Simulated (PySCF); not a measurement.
A calculated (UHF, PySCF 2.14, pcseg-2, no relativity, point nucleus) atom or ion has these occupied shells.

```csv
shell,electrons,orbital energy (eV),"rms radius, mean of both spins (bohr)"
1s α,1,-2186.0,0.120
1s β,1,-2185.6,0.120
2s α,1,-215.25,0.563
2s β,1,-214.74,0.563
2p α,3,-158.00,0.540
2p β,3,-157.11,0.540
3s α,1,-30.931,2.00
3s β,1,-25.416,2.00
3p α,2,-19.707,2.30
```

(1) Name the element and its charge.

Answers

(1) P⁺ (phosphorus, charge +1), in [Ne] 3s2 3p2, high-spin 3P determinant.
